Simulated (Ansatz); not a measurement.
Conformers of CH9NOSi2, SMILES `CO[SiH](N)[SiH3]`, each relaxed with PBE0-D4/def2-TZVP in Ansatz. CBS adds the triple-zeta coupled-cluster correction to the MP2 limit.

Not all of them had a frequency check.

Conformer A:

Cartesian coordinates in Å:
```
C -2.105 -0.160 -0.786
O -0.769 -0.542 -1.007
Si 0.513 0.321 -0.424
N 1.992 -0.189 -1.102
Si 0.680 0.061 1.902
H -2.287 0.875 -1.099
H -2.384 -0.255 0.270
H -2.752 -0.816 -1.371
H 0.303 1.748 -0.808
H 2.223 0.024 -2.059
H 2.427 -1.045 -0.801
H 1.301 -1.256 2.225
H 1.519 1.132 2.507
H -0.660 0.103 2.553
```

Conformer B:

```xyz
14

C     0.946   -1.588    0.942
O     1.097   -0.201    1.115
Si    0.094    0.907    0.415
N    -1.540    0.881    0.919
Si    0.029    0.606   -1.915
H     1.773   -2.091    1.445
H     0.006   -1.948    1.374
H     0.969   -1.870   -0.119
H     0.688    2.198    0.837
H    -2.230    0.293    0.485
H    -1.832    1.199    1.829
H    -0.332    1.881   -2.593
H     1.335    0.140   -2.456
H    -1.003   -0.408   -2.280
```

Task: Which is lowest in electronic energy at CCSD(T)/CBS (frozen core, def2 sets), and by how much? (An estimate is asked.)

Result: The calculation gave: B; A lies 2.1 kJ/mol higher.

Task: Give the energies relative to B (kJ/mol) with PBE-D4/def2-TZVPP, B3LYP-D4/def2-TZVPP, ωB97M-V/def2-TZVPP, B3LYP/def2-TZVPP, HF/def2-TZVPP, SCS-MP2/def2-TZVPP, HF/CBS(def2). (An estimate is asked.)

Result: Computed: 
| level | A |
| --- | --- |
| PBE-D4/def2-TZVPP | 2.3 |
| B3LYP-D4/def2-TZVPP | 2.2 |
| ωB97M-V/def2-TZVPP | 2.5 |
| B3LYP/def2-TZVPP | 0.9 |
| HF/def2-TZVPP | 0.0 |
| SCS-MP2/def2-TZVPP | 1.9 |
| HF/CBS(def2) | -0.2 |

B3LYP here is the variant with VWN-RPA as its local correlation; programs differ in this.
